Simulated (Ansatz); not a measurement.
The same path of BH7O2Si2 (12 atoms, charge 0, multiplicity 1) was run twice with different band settings. The coordinate that changes most is the dihedral H6–O1–B2–Si3.

Computed with Ansatz, RKS PBE-D4/6-31G*.

Relaxed end points:

```xyz
12
Properties=species:S:1:pos:R:3
O -1.238 1.745 1.123
B -0.536 0.750 0.497
Si -0.254 -0.979 1.553
O -0.077 0.982 -0.784
Si 0.808 0.022 -1.848
H -1.311 2.521 0.523
H 1.210 -1.292 1.713
H -0.865 -2.160 0.848
H -0.860 -0.896 2.923
H 2.109 0.703 -2.136
H 0.026 -0.117 -3.117
H 1.066 -1.333 -1.261
```

```xyz
12
Properties=species:S:1:pos:R:3
O -1.160 1.979 0.797
B -0.492 0.878 0.321
Si -0.302 -0.825 1.460
O 0.025 1.006 -0.943
Si 0.881 -0.041 -1.936
H -1.500 1.820 1.698
H 1.132 -1.171 1.750
H -0.924 -2.028 0.808
H -0.990 -0.637 2.789
H 2.170 0.615 -2.320
H 0.070 -0.316 -3.163
H 1.168 -1.333 -1.227
```

Common settings: spring 5.0 eV/Å²; optimiser quadratic models (default); start path through a guess of the saddle point; force threshold 0.05 eV/Å; iteration limit 60; end points relaxed.

| run | movable images | climbing image |
| --- | --- | --- |
| 1 | 5 | yes |
| 2 | 2 | no |

What does each run give, and how far can it be trusted?

Run 1: converged after 23 iterations, highest image 0.539 eV above the first end. A vibrational analysis at the climbing image gives one clearly imaginary mode, 650i cm⁻¹, and a faint second one (29i cm⁻¹) that may be numerical noise or a soft torsion: probably a first-order saddle point.
Run 2: converged after 26 iterations, highest image 0.081 eV above the first end. The dihedral H6–O1–B2–Si3 jumps by 180° between images 1 and 2, so the path isn't resolved there. No image climbed, so the highest image needn't sit at the top of the path. A band with more images between the same ends climbed to 0.54 eV, so this one has probably stepped over the top. So few images can step over the top or miss a turn of the path.
